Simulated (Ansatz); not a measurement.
Cartesian coordinates in Å:
```
C -1.9765 -0.2689 0.0456
Al -0.3295 0.2737 0.9492
Si 1.7510 -0.8314 0.4271
Sb 1.7725 1.2163 -1.2129
H -2.6248 0.5864 -0.1609
H -1.7741 -0.7812 -0.8980
H -2.5398 -0.9608 0.6808
H -0.2438 1.3533 2.1134
H 2.9887 -0.6975 1.2413
H 1.8713 -2.0222 -0.4561
H 0.3079 1.7789 -0.4093
H 0.7973 0.3533 -2.3202
```

Total charge 0; spin multiplicity 1. Sb takes the def2 core potential.

(1) List the PBE0/def2-TZVPP orbital energies in eV (Ansatz). (Estimate.)

Answers

(1) Ansatz gave: Occupied: -1802.41, -1527.38, -277.40, -157.05, -144.78, -113.26, -108.62, -108.53, -108.46, -99.47, -99.41, -99.37, -73.36, -73.21, -73.15, -36.19, -36.13, -36.08, -36.02, -35.97, -18.95, -16.81, -14.08, -11.48, -11.03, -10.99, -10.07, -9.48, -8.72, -8.24, -8.00, -6.55. Lowest empty: -1.23, -0.76, -0.44, 0.21, 0.26, 0.82, 1.56, 1.99.
